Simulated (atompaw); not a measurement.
How hard is this C PAW (atompaw) potential?

C, PAW, made with atompaw 4.2.0.5 (PBEsol, scalar-relativistic). Core [He], reference 2s2 2p2. Waves: 2s (bound); 2s channel at -0.3 Ry; 2p (bound); 2p channel at 0.65 Ry. Local part: bessel scheme, radius 1.40 bohr. Core correction: smooth core density matched at 0.85 bohr. Augmentation charge: sinc compensation charge, radius 1.35 bohr; PAW radius 1.60 bohr; waves and projectors: bloechl.

The pseudo-atom Hamiltonian at the reference potential is diagonalised in spherical Bessel functions j_l(qr) that vanish at 20 bohr, with q² up to the cutoff. All-electron valence levels (Ry): 2s -1.0031, 2p -0.3847.

**Question.** How do the lowest levels (Ry) of each channel move with the cutoff, and are there ghosts?

**Answer.**

| cutoff (Ry) | s #1 | p #1 | p #2 | d #1 | f #1 | Σ f·Δε (mRy) |
| --- | --- | --- | --- | --- | --- | --- |
| 8 | -1.0017 | -0.2588 | 0.0373 | 0.0729 | 0.1169 | 254.5 |
| 12 | -1.0029 | -0.3338 | 0.0348 | 0.0729 | 0.1169 | 102.2 |
| 18 | -1.0030 | -0.3731 | 0.0338 | 0.0729 | 0.1169 | 23.4 |
| 25 | -1.0031 | -0.3828 | 0.0335 | 0.0729 | 0.1169 | 3.8 |
| 35 | -1.0031 | -0.3846 | 0.0335 | 0.0729 | 0.1169 | 0.2 |
| 45 | -1.0031 | -0.3846 | 0.0335 | 0.0729 | 0.1169 | 0.0 |
| 400 | -1.0031 | -0.3847 | 0.0334 | 0.0729 | 0.1169 | 0.0 |

Result: no extra level below or beside the all-electron valence levels (s, p, d, f tested); 10 mRy is reached at 25 Ry and 1 mRy at 35 Ry.
